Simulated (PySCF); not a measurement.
A structure optimised at PBE-D3(BJ)/def2-SVP, used in a PySCF frequency run:

```xyz
16

C     -2.3159     1.1500     0.7015
Si    -1.9855    -0.3841    -0.3481
N     -0.3820    -0.4175    -1.0764
Si     1.1176    -0.9435    -0.3254
Si     2.2203     0.8456     0.7527
H     -3.3324     1.1137     1.1457
H     -2.2415     2.0744     0.0928
H     -1.5800     1.2256     1.5282
H     -2.9990    -0.4508    -1.4617
H     -2.0898    -1.6121     0.5157
H     -0.2703     0.1535    -1.9212
H      2.0363    -1.5490    -1.3579
H      0.7609    -1.9915     0.6952
H      1.3302     1.4044     1.8350
H      3.5335     0.4461     1.3774
H      2.4880     1.9559    -0.2329
```

Task: Write its SMILES and formula.

Result: C[SiH2]N[SiH2][SiH3], CH11NSi3

Task: What are its rotational constants (standard atomic weights)?

Result: 3.4837, 1.1628, 0.93480 GHz
